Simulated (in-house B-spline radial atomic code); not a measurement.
# CAM-B3LYP excitations of In⁺

Method: CAM-B3LYP. Computed with an all-electron radial atomic-structure program (B-spline basis): linear response of the closed shell [Kr] 4d10 5s2 with the functional's adiabatic kernel; scalar-relativistic (spin-free one-electron X2C), finite nucleus, no spin-orbit coupling, no double excitations, S, P, D and F terms only; shells from n = 3 respond. Only terms of natural parity with L up to 3 were computed.

Command:
```bash
python run_td.py task.json out
```
Settings (radii: box in bohr, nucleus in fm):
```
Z                        49
electrons                48
configuration            [Kr] 4d10 5s2
hamiltonian              x2c
method                   camb3lyp
box_radius               41.61
rms_radius               4.6156
intervals                74
```

Time taken, with all properties: 2.4 s on 1 thread of AMD EPYC 9R45 96-Core Processor (Zen 5), with other jobs on the host.

The lowest states, in the order of their Tamm-Dancoff energies; the method's threshold (minus the highest occupied level) is 17.158 eV. Labels give the largest channel, * marks a mixed state, and oscillator strengths are full-response dipole values. Measured ¹D terms are left out, since they can mix with doubly excited terms. Semilocal kernels can invert the small singlet-triplet splittings of Rydberg terms. Energies in eV:

```json
{"state": "5s → 5p 3P", "full response": "5.327", "Tamm-Dancoff": "5.443", "oscillator strength": "-", "measured (J-weighted term)": "5.531"}
{"state": "5s → 5p 1P", "full response": "7.611", "Tamm-Dancoff": "7.943", "oscillator strength": "1.54", "measured (J-weighted term)": "7.816"}
{"state": "5s → 6s 3S", "full response": "11.259", "Tamm-Dancoff": "11.261", "oscillator strength": "-", "measured (J-weighted term)": "11.645"}
{"state": "5s → 6s 1S", "full response": "11.570", "Tamm-Dancoff": "11.592", "oscillator strength": "-", "measured (J-weighted term)": "12.030"}
{"state": "5s → 5d 3D", "full response": "12.263", "Tamm-Dancoff": "12.265", "oscillator strength": "-", "measured (J-weighted term)": "12.674"}
{"state": "5s → 5d 1D", "full response": "?", "Tamm-Dancoff": "?", "oscillator strength": "-", "measured (J-weighted term)": "-"}
{"state": "5s → 6p 3P", "full response": "12.813", "Tamm-Dancoff": "12.820", "oscillator strength": "-", "measured (J-weighted term)": "13.409"}
{"state": "5s → 6p 1P", "full response": "12.956", "Tamm-Dancoff": "12.997", "oscillator strength": "0.00134", "measured (J-weighted term)": "13.611"}
{"state": "5s → 7s 3S", "full response": "14.211", "Tamm-Dancoff": "14.212", "oscillator strength": "-", "measured (J-weighted term)": "-"}
{"state": "5s → 7s 1S", "full response": "?", "Tamm-Dancoff": "?", "oscillator strength": "-", "measured (J-weighted term)": "-"}
```

(1) Where does 5s → 7s 1S lie?

(2) Where does 5s → 5d 1D lie?

(3) How large is the singlet-triplet splitting of 5s → 5p (P terms) in Tamm-Dancoff?

(4) What polarisabilities and dispersion coefficient does the method give?

## Answers

(1) At 14.311 eV in full response, 14.318 eV in Tamm-Dancoff.

(2) At 12.374 eV in full response, 12.379 eV in Tamm-Dancoff.

(3) 2.5 eV, from the unrounded values.

(4) Dipole 24.5 bohr³, quadrupole 126.3 bohr⁵, C6 168.7 hartree·bohr⁶ for two such species.
